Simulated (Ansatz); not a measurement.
Consider the formal exchange of groups at a Ge–B bond: `OC[B](Cl)[GeH3]` + `NC(N)(F)F` → `N[C](F)(F)[GeH3]` + `NB(Cl)CO`.

Calculated with Ansatz (gas phase, PBE0-D4/def2-TZVP geometries, no zero-point term in ΔE). CCSD(T)/CBS is the MP2 limit (def2-TZVPP, def2-QZVPP) plus CCSD(T) − MP2 in def2-TZVPP, frozen cores. This one scheme is used for every species. DFT in def2-TZVPP. For Ge outer-core shells are correlated without core-valence functions, which leaves a few kJ/mol of doubt a bond. Scalar relativity is left out up to krypton. One conformer a species, not always the lowest.

Is it downhill or uphill in electronic energy at CCSD(T)/CBS, and by how much? (An estimate is asked.)

Ansatz gave: Downhill: ΔE = -104.9 kJ/mol.

What do these levels give: B2PLYP, HF/def2-TZVPP, SCS-MP2/def2-TZVPP, HF/def2-QZVPP, SCS-MP2/def2-QZVPP, CCSD/CBS(def2)? (Estimate.)

Computed: B2PLYP -109.3, HF/def2-TZVPP -99.9, SCS-MP2/def2-TZVPP -107.2, HF/def2-QZVPP -101.7, SCS-MP2/def2-QZVPP -109.6, CCSD/CBS(def2) -104.6 kJ/mol.

Largest T1 diagnostic among the species: 0.012.

From PBE to PBE0 (25 % exact exchange), in def2-TZVPP and without D4, ΔE moves by +4.3 kJ/mol.
